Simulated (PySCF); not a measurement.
These 2 structures share the formula C4H8F2Si. Method used: PBE0-D3(BJ)/def2-SVP geometry optimisation, gas phase in PySCF. Energies are electronic, without zero-point or thermal terms, for one conformer each. No frequencies were run at this level. Point groups hold within 0.08 Å.

Question: Rank from lowest to highest electronic energy at this level (kJ/mol).
A. `[F:1][C@@H:2]1[CH2:3][CH2:4][C@H:5]([F:6])[SiH2:7]1` with F1–C2–C3–C4 -72°, C2–C3–C4–C5 -53°, C3–C4–C5–F6 159°, C4–C5–Si7–C2 -9°
B. `[F:1][C@@H:2]1[CH2:3][SiH2:4][C@H:5]([F:6])[CH2:7]1` with F1–C2–C3–Si4 -160°, C2–C3–Si4–C5 13°, C3–Si4–C5–F6 135°, Si4–C5–C7–C2 -38°

Answer: B (0.0), A (27.8).

```
                   SMILES      E (Eh)  E rel (kJ/mol)  dipole (D)  point group     A, B, C (MHz)
F[C@@H]1C[SiH2][C@H](F)C1  -645.56139             0.0        1.56           C1  3260, 1629, 1166
F[C@@H]1CC[C@H](F)[SiH2]1  -645.55082            27.8        2.58           C1  3153, 1721, 1427
```

How do the relative energies change in single points at PBE0/pcSseg-1 (no added dispersion term) on the same geometries?

```json
{"SMILES": "F[C@@H]1C[SiH2][C@H](F)C1", "PBE0-D3(BJ)/def2-SVP (kJ/mol)": "0.0", "PBE0/pcSseg-1 (kJ/mol)": "0.0", "shift": "0.0"}
{"SMILES": "F[C@@H]1CC[C@H](F)[SiH2]1", "PBE0-D3(BJ)/def2-SVP (kJ/mol)": "27.8", "PBE0/pcSseg-1 (kJ/mol)": "26.5", "shift": "-1.3"}
```

Each column counts from its own lowest isomer. The order is unchanged; the largest shift is 1.3 kJ/mol.

As an exercise, what shares would exp(−E/RT) give at 1000 K from these electronic energies alone (no entropy, no degeneracies)?

RT = 8.314 kJ/mol: F[C@@H]1C[SiH2][C@H](F)C1 96.6 %, F[C@@H]1CC[C@H](F)[SiH2]1 3.4 %.
